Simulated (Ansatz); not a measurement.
Frontier orbitals of `FC1=C(F)[C@@H](F)[C@@H]1F`.

```xyz
10

F     0.173    0.497    2.372
C     0.177    0.253    1.087
C     1.008    0.505    0.078
F     2.204    1.022   -0.037
C     0.095   -0.055   -0.960
F     0.587   -1.125   -1.661
C    -0.839   -0.421    0.229
F    -2.074    0.175    0.200
H    -0.358    0.647   -1.664
H    -0.973   -1.497    0.357
```

Charge 0, multiplicity 1. Geometry: relaxed with PBE0-D4/def2-TZVP. Basis def2-TZVPP, Ansatz 0.2.0.

Orbital energies of one run (eV). Highest occupied ones, from the top: -6.92, -7.85, -8.51, -8.71, -10.01, -10.35, -10.87, -11.59, -12.05, -12.18, -12.47, -12.53, -13.68, -13.85. Empty: -1.33, 0.22, 0.66, 1.29, 1.58, 2.45.

Problem. Which functional gave them?
A. CAM-B3LYP
B. PBE
C. LC-ωPBE
D. BHLYP

Solution. B. HOMO energies: PBE -6.92, BHLYP -9.48, LC-ωPBE -10.93, CAM-B3LYP -9.63 eV.

LC-ωPBE has ω = 0.4 bohr⁻¹.
